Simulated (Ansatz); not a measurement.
Steps of a relaxation of `O[SiH2]CCl` with RKS PBE0-D4/def2-TZVP.

```sh
$ ansatz run in.yaml --threads 2 --pin off --events-out ev --progress --plain --max-ram 4352MiB
```

```yaml
crystal:
  periodic: [false, false, false]
  atoms:
    - {symbol: O, position_ang: [-0.129228, 0.924119, -1.620630]}
    - {symbol: Si, position_ang: [0.770985, 0.084664, -0.480302]}
    - {symbol: C, position_ang: [-0.329686, -0.206896, 1.048133]}
    - {symbol: Cl, position_ang: [-1.881209, -0.939532, 0.442363]}
    - {symbol: H, position_ang: [-1.039873, 0.573491, -1.675258]}
    - {symbol: H, position_ang: [1.943230, 0.949179, -0.121920]}
    - {symbol: H, position_ang: [1.244718, -1.259509, -0.966322]}
    - {symbol: H, position_ang: [-0.594595, 0.735413, 1.567581]}
    - {symbol: H, position_ang: [0.104160, -0.907329, 1.789354]}
basis:
  gaussian: {orbitals: def2-TZVP}
hamiltonian: {xc: pbe0, dispersion: d4}
relax: {f_tol: 0.005, max_steps: 150}
```

Positions (Å) and forces (eV/Å) along the path, 8 of 8 steps:

```xyz
9
step=1 energy=-23558.2171 eV
O    -0.129    0.924   -1.621   -0.115   -0.828    0.672
Si    0.771    0.085   -0.480   -0.392    0.322   -0.317
C    -0.330   -0.207    1.048   -0.024    0.040    0.211
Cl   -1.881   -0.940    0.442    0.433    0.191    0.212
H    -1.040    0.573   -1.675    0.654    0.293   -0.036
H     1.943    0.949   -0.122   -0.247   -0.176   -0.083
H     1.245   -1.260   -0.966   -0.145    0.329    0.074
H    -0.595    0.735    1.568    0.088   -0.498   -0.300
H     0.104   -0.907    1.789   -0.252    0.327   -0.431
9
step=2 energy=-23558.2620 eV
O    -0.117    0.923   -1.613    0.050   -0.467    0.458
Si    0.760    0.087   -0.473   -0.271    0.275   -0.261
C    -0.327   -0.204    1.049   -0.109   -0.043   -0.005
Cl   -1.870   -0.945    0.469    0.212    0.093    0.072
H    -1.013    0.571   -1.698    0.197    0.150   -0.080
H     1.926    0.939   -0.120   -0.050   -0.048   -0.008
H     1.218   -1.241   -0.968   -0.040    0.066    0.026
H    -0.597    0.724    1.563    0.052   -0.138   -0.085
H     0.108   -0.900    1.774   -0.041    0.113   -0.118
9
step=3 energy=-23558.2751 eV
O    -0.112    0.925   -1.597   -0.035   -0.119    0.105
Si    0.748    0.091   -0.469    0.006    0.071   -0.039
C    -0.327   -0.203    1.047   -0.060   -0.043   -0.053
Cl   -1.855   -0.956    0.479    0.033    0.011    0.020
H    -0.998    0.571   -1.725    0.006    0.079   -0.089
H     1.915    0.929   -0.110    0.025    0.004    0.001
H     1.191   -1.236   -0.966    0.012   -0.027   -0.009
H    -0.596    0.720    1.558   -0.009    0.036    0.030
H     0.123   -0.888    1.765    0.023   -0.013    0.033
9
step=4 energy=-23558.2790 eV
O    -0.112    0.939   -1.586    0.109    0.018    0.043
Si    0.739    0.090   -0.467    0.026    0.001    0.006
C    -0.330   -0.205    1.053    0.028    0.002   -0.010
Cl   -1.845   -0.987    0.505   -0.041   -0.021   -0.016
H    -0.985    0.595   -1.775   -0.114   -0.019   -0.059
H     1.921    0.911   -0.109   -0.008    0.025    0.003
H     1.175   -1.237   -0.970   -0.016   -0.019   -0.014
H    -0.610    0.720    1.557   -0.007    0.033    0.015
H     0.136   -0.872    1.776    0.024   -0.020    0.032
9
step=5 energy=-23558.2797 eV
O    -0.103    0.953   -1.580   -0.197   -0.025   -0.091
Si    0.732    0.087   -0.465   -0.015   -0.019    0.031
C    -0.330   -0.208    1.061    0.046    0.016    0.016
Cl   -1.837   -1.015    0.529   -0.027   -0.014   -0.005
H    -0.969    0.614   -1.831    0.186    0.051    0.063
H     1.911    0.909   -0.100    0.012   -0.019   -0.008
H     1.145   -1.245   -0.979    0.014    0.014    0.004
H    -0.616    0.719    1.557   -0.007   -0.003   -0.004
H     0.154   -0.860    1.791   -0.012   -0.001   -0.007
9
step=6 energy=-23558.2803 eV
O    -0.109    0.963   -1.575    0.012   -0.019    0.011
Si    0.727    0.091   -0.464    0.024    0.009    0.013
C    -0.328   -0.208    1.065   -0.001    0.008   -0.006
Cl   -1.838   -1.013    0.531   -0.005   -0.003    0.001
H    -0.956    0.600   -1.843   -0.018    0.006   -0.007
H     1.913    0.905   -0.103   -0.003   -0.003   -0.003
H     1.142   -1.239   -0.982   -0.004    0.003   -0.007
H    -0.615    0.719    1.562   -0.005   -0.002    0.003
H     0.153   -0.863    1.792    0.001    0.002   -0.004
9
step=7 energy=-23558.2804 eV
O    -0.107    0.958   -1.576    0.004    0.007   -0.007
Si    0.731    0.089   -0.463   -0.021   -0.001   -0.017
C    -0.330   -0.207    1.062    0.009   -0.008    0.006
Cl   -1.838   -1.016    0.528    0.007    0.004   -0.001
H    -0.963    0.605   -1.830    0.002    0.000    0.002
H     1.917    0.903   -0.104    0.000    0.000    0.003
H     1.145   -1.240   -0.983    0.002    0.001    0.009
H    -0.619    0.720    1.558    0.001    0.000   -0.002
H     0.152   -0.860    1.791   -0.004   -0.002    0.007
9
step=8 energy=-23558.2804 eV
O    -0.107    0.958   -1.577   -0.001    0.000    0.001
Si    0.730    0.089   -0.464    0.002   -0.001    0.000
C    -0.329   -0.207    1.063    0.000    0.002    0.000
Cl   -1.837   -1.016    0.528    0.001    0.001    0.000
H    -0.963    0.607   -1.831    0.000    0.000   -0.001
H     1.916    0.903   -0.104    0.000    0.001    0.000
H     1.145   -1.241   -0.982    0.000   -0.001    0.000
H    -0.619    0.720    1.558    0.000   -0.002    0.000
H     0.152   -0.860    1.792    0.000    0.000   -0.001
```

It took 36 s on 2 threads of an Arm Neoverse V1 on a shared host, with 0.36 GiB of host memory at the peak.
